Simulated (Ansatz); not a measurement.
Start from `N#[C][Sn]([F])([Cl])[Cl]` and change one atom or group to get `[F][SnH]([Cl])[Cl]`.

Ansatz, PBE0-D4/def2-TZVP geometries, multiplicity 1. 

Elements past krypton have def2 core potentials.

| property | `N#[C][Sn]([F])([Cl])[Cl]` |
| --- | --- |
| LUMO energy (PBE/def2-TZVPP) / eV | -3.92 |
| ideal-gas entropy at 298 K and 1 bar (rigid rotor, harmonic PBE0-D4/def2-TZVP) / J/(mol·K) | 394 |
| HOMO energy (ωB97M-V/def2-TZVPP) / eV | -12.54 |
| HOMO energy (B3LYP/def2-TZVPP) / eV | -9.97 |
| size of the dipole moment (ωB97M-V/def2-TZVPP) / D | 2.07 |
| size of the dipole moment (PBE/def2-TZVPP) / D | 1.95 |

Q: Give the same properties after the change, and the shifts. (An estimate is asked.)

A: Ansatz gave: 
| property | `[F][SnH]([Cl])[Cl]` | shift |
| --- | --- | --- |
| LUMO energy (PBE/def2-TZVPP) / eV | -3.13 | 0.79 |
| ideal-gas entropy at 298 K and 1 bar (rigid rotor, harmonic PBE0-D4/def2-TZVP) / J/(mol·K) | 344 | -50 |
| HOMO energy (ωB97M-V/def2-TZVPP) / eV | -11.88 | 0.66 |
| HOMO energy (B3LYP/def2-TZVPP) / eV | -9.32 | 0.65 |
| size of the dipole moment (ωB97M-V/def2-TZVPP) / D | 2.52 | 0.45 |
| size of the dipole moment (PBE/def2-TZVPP) / D | 2.36 | 0.41 |

With PBE0 the HOMO rises by 0.65 eV and the LUMO rises by 0.80 eV, so the gap widens by about 0.15 eV. PBE moves the HOMO by 0.61 eV and ωB97M-V by 0.66 eV. The zero-point energy changes by -2.6 kJ/mol with -3 modes. Dipoles are sizes alone; their direction can turn.

B3LYP here is the variant with VWN-RPA as its local correlation; programs differ in this.
